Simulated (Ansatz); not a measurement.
A nudged elastic band was laid between two geometries of CH4SZn + H4Si (12 atoms, charge 0, multiplicity 1).

Theory: RKS PBE0/def2-mTZVP (Ansatz 0.2.0).

```yaml
movable_images: 7
climbing_image: yes
spring: 5.0 eV/Å²
optimiser: quadratic models (default)
start_path: through a guess of the saddle point
force_threshold: 0.03 eV/Å
iteration_limit: 60
end_points: relaxed
```

Initial state:

```xyz
12
Properties=species:S:1:pos:R:3
Zn 0.342 0.543 1.800
S 0.163 2.717 1.942
C 0.513 -1.389 1.786
H -0.211 0.644 -0.957
Si -0.556 0.109 -2.305
H 0.105 2.901 0.601
H 0.755 -1.765 2.783
H -0.418 -1.863 1.465
H 1.306 -1.708 1.106
H -1.193 -1.222 -2.146
H 0.689 -0.015 -3.106
H -1.496 1.048 -2.969
```

Final state:

```xyz
12
Properties=species:S:1:pos:R:3
Zn -0.046 -0.667 0.076
S -0.338 2.124 0.857
C 0.425 -1.352 1.856
H 0.017 2.766 -0.277
Si -0.537 -0.272 -2.225
H 0.875 2.294 1.425
H 1.375 -0.940 2.210
H -0.338 -1.095 2.598
H 0.525 -2.441 1.854
H -0.679 -1.487 -3.083
H 0.523 0.563 -2.881
H -1.803 0.508 -2.410
```

Task: What changes between the two ends?

Result: Bonds broken: Zn1–S2, H4–Si5. Bonds formed: Zn1–Si5, S2–H4. CH4SZn + H4Si becomes CH6SiZn + H2S.

Task: Give the energies along the band, and the barrier.

Result: The forces met the threshold. The highest image is number 4 of 0 to 8, 37.4 kcal/mol above the first end and 22.7 kcal/mol above the last; the last end lies 14.7 kcal/mol above the first. A vibrational analysis at the climbing image gives one clearly imaginary mode, 971i cm⁻¹: a first-order saddle point. The orbitals stay closed-shell, which can raise the energy where a bond breaks towards radicals; this wasn't checked here.

| image | path coordinate (Å) | energy (kcal/mol) | Zn1–S2 (Å) | H4–Si5 (Å) | Zn1–Si5 (Å) |
| --- | --- | --- | --- | --- | --- |
| 0 | 0.00 | 0.0 | 2.19 | 1.49 | 4.22 |
| 1 | 0.86 | 0.1 | 2.19 | 1.49 | 4.24 |
| 2 | 1.71 | 1.3 | 2.19 | 1.49 | 3.83 |
| 3 | 2.57 | 10.4 | 2.24 | 1.51 | 3.21 |
| 4 | 3.43 | 37.4 | 2.45 | 1.91 | 2.62 |
| 5 | 4.36 | 21.3 | 2.82 | 2.61 | 2.40 |
| 6 | 5.29 | 15.4 | 2.95 | 3.25 | 2.39 |
| 7 | 6.22 | 14.8 | 2.95 | 3.49 | 2.39 |
| 8 | 7.15 | 14.7 | 2.91 | 3.65 | 2.39 |

Task: What is the geometry of the highest image?

Result: 
```xyz
12
Properties=species:S:1:pos:R:3
Zn -0.030 0.006 0.630
S -0.568 2.380 0.937
C 0.519 -1.505 1.736
H -0.578 1.367 -0.449
Si -0.454 0.193 -1.951
H 0.704 2.748 0.654
H 1.175 -1.172 2.542
H -0.360 -1.972 2.189
H 1.040 -2.263 1.149
H -0.907 -1.214 -2.169
H 0.879 0.356 -2.603
H -1.419 1.075 -2.666
```

Task: What are the harmonic wavenumbers there?

Result: 971i, 10i, 16, 94, 103, 149, 200, 255, 292, 379, 436, 509, 558, 695, 723, 862, 919, 937, 1052, 1227, 1286, 1479, 1481, 2190, 2207, 2216, 2671, 3054, 3134, 3145 cm⁻¹.

Time of the run: 4.8 min on 4 threads of Arm Neoverse N1 (shared host), peak memory 0.34 GiB.
